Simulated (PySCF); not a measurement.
PySCF calculation with coordinates at the GFN2-xTB level and PBE0/pcSseg-1 with gauge-including orbitals; non-relativistic Hamiltonian, a single conformation, no solvent, averaged over atoms made equivalent by symmetry, fast rotation or ring inversion.

Shifts are taken against calculated references (same method and geometry level): TMS for 1H (31.72 ppm), 13C (186.93 ppm). Shifts are as computed. Against solution values, carbons near 30 ppm lie about +3 ppm off and those near 130 ppm about +5 ppm; carbons on Cl a further +6 ppm. Of 1211 compounds with measured shifts, 218 miss one by over three times the rms of a fit or turn the order of signals round; such compounds aren't used in these exercises. Carbons bonded to Cl come out too deshielded.

(1) Order these molecules by the shift of their most shielded carbon-bound hydrogen, lowest δ first.
A. C=[P@@]1(c2ccco2)C[C@H]1C
B. Cc1cccc([P@@H](C)=O)c1
C. CO[SiH2]OC=O
D. COc1cpc(C)c(C)c1
E. Fc1ccccc1-n1nccn1
F. C=C=CC#N

(2) Order these molecules by the shift of their most deshielded carbon, lowest δ first.
A. Cc1cccc([P@@H](C)=O)c1
B. COc1cpcc(C)c1C
C. C=C=CC#N
D. CC(=O)c1cnn(C)c1Cl

(3) How many 13C and 1H signals does each give (equivalence by symmetry and fast rotation, but not about amide C–N or C=N bonds)? `CC(=O)c1cnn(C)c1Cl`, `COc1cpc(C)c(C)c1`, `COc1cpcc(C)c1C`, `CO[SiH2]OC=O`, `C=C=CC#N`, `C=Cc1pcoc1C(C)C`, `C=[P@@]1(c2ccco2)C[C@H]1C`, `Fc1ccccc1-n1nccn1`, `Cc1cccc([P@@H](C)=O)c1`

Answers

(1) A (0.59 ppm, hydrogen on a carbon double-bonded to a heavier main-group atom), B (1.46 ppm, hydrogen on a methyl carbon bonded to P), D (2.45 ppm, hydrogen on a methyl carbon on an aromatic ring), C (3.90 ppm, hydrogen on a methyl carbon bonded to O), F (5.27 ppm, hydrogen on a terminal carbon of a cumulated C=C=C unit), E (7.54 ppm, hydrogen on an aromatic CH).

(2) A (145.0 ppm, substituted aromatic carbon), B (165.8 ppm, aromatic carbon bearing oxygen), D (192.6 ppm, ketone carbonyl carbon), C (233.8 ppm, central carbon of an allene).

(3) CC(=O)c1cnn(C)c1Cl: 6 C, 3 H; COc1cpc(C)c(C)c1: 8 C, 5 H; COc1cpcc(C)c1C: 8 C, 5 H; CO[SiH2]OC=O: 2 C, 3 H; C=C=CC#N: 4 C, 2 H; C=Cc1pcoc1C(C)C: 7 C, 6 H; C=[P@@]1(c2ccco2)C[C@H]1C: 8 C, 8 H; Fc1ccccc1-n1nccn1: 7 C, 5 H; Cc1cccc([P@@H](C)=O)c1: 8 C, 7 H.
